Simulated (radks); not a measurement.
Question: The table gives one normalised radial function P(r) = r R(r) of Hf+ in [Xe] 4f14 5d1 6s1 7s1 (r in bohr). Method: non-relativistic Kohn-Sham, revTPSS, spin-polarised, spherical densities, point nucleus; open shells are filled with parallel spins first (spin-orbit coupling, left out, can overturn this in heavy ions); meta-GGA in the generalised Kohn-Sham scheme; relativity is left out, which matters for an element this heavy; computed with a radial shooting solver on a logarithmic mesh with Libxc functionals.

r	P
0.00358	0.0027
0.004235	0.0037
0.00497	0.0050
0.00588	0.0067
0.0069	0.0089
0.008162	0.0119
0.009578	0.0156
0.01133	0.0204
0.0133	0.0261
0.01573	0.0333
0.01846	0.0413
0.02183	0.0508
0.02562	0.0602
0.03031	0.0697
0.03557	0.0770
0.04208	0.0808
0.04938	0.0786
0.05841	0.0676
0.06854	0.0473
0.08108	0.0152
0.09515	-0.0233
0.1126	-0.0660
0.1321	-0.0996
0.1563	-0.1157
0.1834	-0.1030
0.2169	-0.0561
0.2545	0.0140
0.3011	0.0953
0.3534	0.1544
0.418	0.1706
0.4905	0.1291
0.5803	0.0318
0.6809	-0.0886
0.8055	-0.2084
0.9453	-0.2819
1.118	-0.2891
1.312	-0.2191
1.552	-0.0751
1.822	0.1056
2.155	0.3053
2.529	0.4682
2.991	0.5721
3.51	0.5863
4.153	0.5190
4.873	0.4147
5.765	0.2972
6.765	0.1921
8.002	0.1008
9.391	0.0431
11.11	0.0140
13.04	0.0038
15.42	0.0007
18.1	0.0001
21.41	0.0000

Which n and l does it have? It may be an empty orbital.

Answer: n = 6, l = 1: the number of nodes gives n - l - 1 = 4, the rise at small r (about r^(l+1)) gives l, and the extent must fit the shell. The curve is that of 6p up; the table hardly tells the two spins apart. 6p up (empty): eigenvalue -9.108 eV, 4 radial nodes at r = 0.0866, 0.247, 0.606, 1.66 bohr, <r> = 3.86 bohr, 90 % of the charge inside 5.69 bohr.
